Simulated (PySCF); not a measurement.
Molecule: neo-PeOEt (SMILES CCOCC(C)(C)C).

Bonds (- single, = double, # triple, : aromatic): C1-C2, C2-O3, O3-C4, C4-C5, C5-C6, C5-C7, C5-C8. C1 carries H9, H10, H11; C2 carries H12, H13; C4 carries H14, H15; C6 carries H16, H17, H18; C7 carries H19, H20, H21; C8 carries H22, H23, H24.

Geometry PBE0-D3(BJ)/def2-SVP throughout; GIAO in PySCF 2.14.0 with density-fitted response routines, gas phase, one conformer, non-relativistic; equivalent atoms averaged; functional PBE0.

For orientation, aug-cc-pVDZ gives these absolute shieldings σ: C4 118.8, C2 130.4, C5 160.3, C6/C7/C8 168.6, C1 180.7, H12/H13 27.73, H14/H15 28.41, H16/H17/H18/H19/H20/H21/H22/H23/H24 30.47, H9/H10/H11 30.26 ppm.

A run gave: C4 119.3, C2 131.0, C5 164.1, C6/C7/C8 167.3, C1 179.8, H12/H13 28.30, H14/H15 28.87, H16/H17/H18/H19/H20/H21/H22/H23/H24 30.98, H9/H10/H11 30.88 ppm (absolute shieldings σ).

Question: Which basis set was used in that run?
A. 6-31G*
B. 6-31G
C. STO-3G
D. pcSseg-1
E. cc-pVDZ

Answer: A. H12/H13 tells them apart best: 6-31G* gives 28.30, cc-pVDZ gives 27.77, STO-3G gives 30.77, pcSseg-1 gives 27.71, 6-31G gives 28.83 ppm.
